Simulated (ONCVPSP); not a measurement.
## copper (Cu): one change to an ONCV potential, before and after

```json
{
 "Element": "copper",
 "Generator": "ONCVPSP 4.0.1",
 "Type": "optimised norm-conserving Vanderbilt (ONCV)",
 "Functional": "PBE",
 "Relativity": "scalar-relativistic",
 "Frozen core": "[Ne]",
 "Valence charge": "19",
 "Reference configuration": "3s2 3p6 3d9 4s2",
 "Partial waves": "3s+4s: rc 1.05 bohr, ncon 4, nbas 8, qcut 13.6 1/bohr, 2 projectors; 3p: rc 1.20 bohr, ncon 3, nbas 8, qcut 9.5 1/bohr, 1 projector; 3d: rc 0.80 bohr, ncon 5, nbas 10, qcut 17.5 1/bohr, local",
 "Local potential": "the d channel",
 "Core correction": "Teter function, fcfact 5.25, rcfact 1.1"
}
```

All-electron outer shells of the reference configuration (PBE, scalar-relativistic, ld1.x):

```tsv
shell	level (eV)	outermost node (bohr)	outermost maximum (bohr)
2p	-922.70	–	0.16
3s	-120.00	0.29	0.61
3p	-77.31	0.26	0.62
3d	-9.52	–	0.60
4s	-5.81	0.88	2.16
```

Change: d: qcut 18.4.

Cutoffs: the cutoffs (Ha) at which the residual kinetic energy of the hardest occupied pseudo-wave falls to 1 and 0.1 mHa per electron; they do not see the model core or the augmentation charge, which bear on the density cutoff. Errors are all-electron minus pseudo energies relative to the spin-unpolarised reference configuration.

Question: How do hardness, ghosts and transferability respond?

Answer: The potential gets neither clearly harder nor softer (135 Ha and 157 Ha → 141 Ha and 160 Ha); the errors of the 4 common tests hardly move; neither file shows a bound ghost.

```tsv
quantity	base	changed
cutoff, loose	135 Ha	141 Ha
cutoff, tight	157 Ha	160 Ha
loose cutoff by channel	s 60 Ha, p 37 Ha, d 135 Ha	s 60 Ha, p 37 Ha, d 141 Ha
bound ghosts	none	none
GHOST(+) flags under 300 eV	none	none
error for 3s2 3p6 3d10 4s1, meV [ΔE -1.97 eV]	-3.4	-3.2
error for 3s2 3p6 3d10 4s0, meV [ΔE 6.18 eV]	-1.9	-1.6
error for 3s2 3p6 3d9 4s0, meV [ΔE 27.51 eV]	-0.7	-0.7
error for 3s2 3p6 3d8 4s0, meV [ΔE 66.53 eV]	-11	-10
s: phases at 1.06 bohr within 0.05 rad from the reference energy up to (Ha; the scan ends near 5)	to the end of the scan	to the end of the scan
p: phases at 1.21 bohr within 0.05 rad from the reference energy up to (Ha; the scan ends near 5)	2.5	2.6
d: phases at 0.81 bohr within 0.05 rad from the reference energy up to (Ha; the scan ends near 5)	to the end of the scan	to the end of the scan
rms error of d²Exc/dni dnj with the model core, mHa	1.46	1.46
```
